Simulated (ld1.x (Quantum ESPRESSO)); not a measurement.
# Logarithmic derivatives: copper, PAW

Cu (Z = 29), PAW, made with ld1.x (Quantum ESPRESSO) 7.5 (PBE, scalar-relativistic). Core [Ne], reference 3s2 3p6 3d10 4s0.5 4p0.5. Waves: 3s (bound): rcut 1.10, rcutus 1.50 bohr; 4s (bound): rcut 1.10, rcutus 1.50 bohr; 3p (bound): rcut 1.15, rcutus 1.45 bohr; 4p (bound): rcut 1.15, rcutus 1.45 bohr; 3d (bound): rcut 1.65, rcutus 1.80 bohr; 3d channel at 0.6 Ry: rcut 1.65, rcutus 1.80 bohr. Local part: all-electron potential smoothed inside 1.30 bohr (lloc = -1). Core correction: Bessel-smoothed model core inside 1.15 bohr. Augmentation charge: PSQ, inside the norm-conserving radii.

The phase is arctan(r·u′/u) with u = r·R(r), unwrapped; energies in Ry, scanned from -11 to 5 Ry. A pole is an energy at which the radial function vanishes at the test radius. The pseudo phase is shifted by a multiple of π to meet the all-electron one at the reference energy, and phase errors are pseudo minus all-electron; the curves can meet again beyond the range given. Levels narrower than the energy grid can be missing from the lists of poles.

```json
{"channel": "s", "radius (bohr)": "1.94", "reference energy (Ry)": "-0.40", "poles, all-electron": "-8.48, 4.42", "poles, pseudo": "-8.83, -8.48, 4.34", "unbroken range about the reference energy with phases within 0.05 rad": "above -8.5", "phase error 1 Ry above the reference energy (rad)": "-0.003"}
{"channel": "p", "radius (bohr)": "1.94", "reference energy (Ry)": "-0.09", "poles, all-electron": "-5.31", "poles, pseudo": "-5.31", "unbroken range about the reference energy with phases within 0.05 rad": "the whole range", "phase error 1 Ry above the reference energy (rad)": "-0.006"}
{"channel": "d", "radius (bohr)": "1.94", "reference energy (Ry)": "-0.45", "poles, all-electron": "-0.10", "poles, pseudo": "-0.10", "unbroken range about the reference energy with phases within 0.05 rad": "below 3.0", "phase error 1 Ry above the reference energy (rad)": "-0.000"}
```

The ghost test of this file was not conclusive. Its overlap operator is not positive definite in a basis up to 400 Ry (lowest eigenvalue s -0.27), so the file is unfit for use: the generalised eigenproblem breaks down once the basis is large enough, and its test numbers describe a broken file.

Phases in the d channel:

```tsv
E (Ry)	all-electron	pseudo
-11.00	1.419	1.418
-10.52	1.415	1.415
-10.04	1.412	1.411
-9.56	1.408	1.407
-9.08	1.404	1.403
-8.60	1.399	1.399
-8.12	1.395	1.394
-7.64	1.389	1.389
-7.16	1.384	1.383
-6.68	1.377	1.377
-6.20	1.371	1.370
-5.72	1.363	1.362
-5.24	1.354	1.353
-4.76	1.343	1.343
-4.28	1.332	1.331
-3.80	1.317	1.316
-3.32	1.300	1.299
-2.84	1.278	1.277
-2.36	1.247	1.246
-1.88	1.200	1.199
-1.40	1.112	1.111
-0.92	0.833	0.832
-0.44	-1.047	-1.047
0.04	-1.647	-1.647
0.52	-1.790	-1.790
1.00	-1.883	-1.883
1.48	-1.975	-1.976
1.96	-2.095	-2.098
2.44	-2.279	-2.291
2.92	-2.603	-2.643
3.40	-3.154	-3.247
3.88	-3.746	-3.847
4.36	-4.116	-4.193
4.84	-4.319	-4.379
```
